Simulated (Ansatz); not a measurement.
Reaction (formal exchange of groups at the Si–C bond): `F[SiH2]C(Cl)Br` + `C[SiH](O)F` → `O[SiH](F)[SiH2]F` + `CC(Cl)Br`

Computed with Ansatz on PBE0-D4/def2-TZVP structures; ΔE is electronic, products minus reactants. CBS: MP2 limit from def2 TZ/QZ plus the TZ coupled-cluster correction, frozen cores. DFT in def2-TZVPP. B3LYP here is the variant with VWN-RPA as its local correlation; programs differ in this. For Br outer-core shells are correlated without core-valence functions, which leaves a few kJ/mol of doubt a bond. Scalar relativity is left out up to krypton. Each species was taken in one conformer, which may not be the lowest.

| level | ΔE (kcal/mol) | difference from CCSD(T)/CBS |
| --- | --- | --- |
| r2SCAN-D4 | 13.8 | -0.6 |
| PBE0-D4 | 12.2 | -2.2 |
| B3LYP-D4 | 13.1 | -1.3 |
| ωB97X-V | 12.9 | -1.5 |
| ωB97M-V | 15.6 | 1.2 |
| B2PLYP | 13.9 | -0.5 |
| r2SCAN | 13.8 | -0.6 |
| PBE0 | 12.0 | -2.4 |
| HF/def2-TZVPP | 13.5 | -0.9 |
| MP2/def2-TZVPP | 15.8 | 1.4 |
| SCS-MP2/def2-TZVPP | 14.8 | 0.4 |
| CCSD/def2-TZVPP | 14.2 | -0.2 |
| CCSD(T)/def2-TZVPP | 14.3 | -0.1 |
| MP2/def2-QZVPP | 15.9 | 1.5 |
| SCS-MP2/def2-QZVPP | 14.9 | 0.5 |
| HF/CBS(def2) | 13.6 | -0.8 |
| CCSD(T)/CBS | 14.4 | 0 |

Largest T1 diagnostic among the species: 0.012.

In def2-TZVPP, CCSD(T) changes the Hartree–Fock value by +0.8 kcal/mol (the triples alone add +0.1 kcal/mol) and MP2 by +2.3 kcal/mol. From PBE to PBE0 (25 % exact exchange), in def2-TZVPP and without D4, ΔE moves by +1.1 kcal/mol.
